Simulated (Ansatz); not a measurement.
Mulliken charges of CH$_{3}$AlCl$_{2}$S (`C[S][Al]([Cl])[Cl]`) from B3LYP/def2-TZVPP in Ansatz (PBE0-D4/def2-TZVP geometry).

| atom | x (Å) | y (Å) | z (Å) | charge (e) |
| --- | --- | --- | --- | --- |
| C1 | 0.617 | -0.609 | 1.172 | -0.248 |
| S2 | 0.532 | -1.050 | -0.596 | -0.178 |
| Al3 | -0.623 | 0.549 | -1.446 | 0.510 |
| Cl4 | -1.051 | 0.517 | -3.480 | -0.220 |
| Cl5 | -1.315 | 2.137 | -0.283 | -0.232 |
| H6 | 1.661 | -0.665 | 1.478 | 0.126 |
| H7 | 0.240 | 0.394 | 1.361 | 0.116 |
| H8 | 0.032 | -1.330 | 1.740 | 0.126 |

Task: By hand: the dipole of these point charges (1 e Å = 4.8032 D).

Result: Σ q r = (0.212, -0.197, 0.473) e Å, of length 0.555 e Å = 2.67 D.

Task: How does the dipole of the full density compare? (An estimate is asked.)

Result: Computed: (0.123, -0.074, 0.403) e Å, 2.05 D; the point charges give 1.30 times that, at 13° from its direction.

Point charges leave out the atoms' own dipoles, such as those of lone pairs, and Mulliken's split depends on the basis, so the two needn't agree.

B3LYP here is the variant with VWN-RPA as its local correlation; programs differ in this.
